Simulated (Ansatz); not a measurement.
Geometry optimisation, Ansatz 0.2.0, UKS B3LYP-D4/def2-SVP.

Input:

```yaml
crystal:
  periodic: [false, false, false]
  atoms:
    - { symbol: O, position_ang: [-1.1032, 0.1609, -0.466] }
    - { symbol: Si, position_ang: [0.4245, 0.6025, -0.163] }
    - { symbol: Br, position_ang: [1.5157, -1.3011, -0.1515] }
    - { symbol: H, position_ang: [-1.2822, -0.7315, -0.4341] }
    - { symbol: H, position_ang: [0.4952, 1.1956, 1.1732] }
magnetization:
  spin_polarized: true
  initial_magnetization: 1
basis:
  gaussian: { orbitals: def2-SVP }
hamiltonian:
  xc: b3lyp
  dispersion: d4
relax:
  f_tol: 0.02
  max_steps: 50
```

Command:

```bash
$ ansatz run input.yaml --threads 2 --pin off --max-ram 3072MiB --backend cpu --events-out ev --progress --plain --runs-dir out
```

Problem. Where does it end, and by what steps?

Solution. The forces met the threshold. After 10 steps the energy has fallen by 0.295 eV; H4 moved furthest, 0.47 Å.

| step | energy less start (eV) | largest force component (eV/Å) | accepted |
| --- | --- | --- | --- |
| 0 | 0.0000 | 3.370 | yes |
| 1 | -0.2071 | 0.736 | yes |
| 2 | -0.2306 | 1.072 | yes |
| 3 | -0.2498 | 0.965 | yes |
| 4 | -0.2368 | 0.668 | no |
| 5 | -0.2782 | 0.233 | yes |
| 6 | -0.2852 | 0.253 | yes |
| 7 | -0.2778 | 0.293 | no |
| 8 | -0.2924 | 0.321 | yes |
| 9 | -0.2946 | 0.027 | yes |
| 10 | -0.2946 | 0.018 | yes |

```xyz
5
Properties=species:S:1:pos:R:3
O -1.203 0.039 -0.131
Si 0.402 0.484 -0.154
Br 1.768 -1.318 -0.031
H -1.510 -0.576 -0.811
H 0.594 1.297 1.086
```

Whether the end is a true minimum wasn't checked by a vibrational analysis.

The run took 26 s on 2 threads of Arm Neoverse V1, with other jobs on the host, peak memory 0.2 GiB.
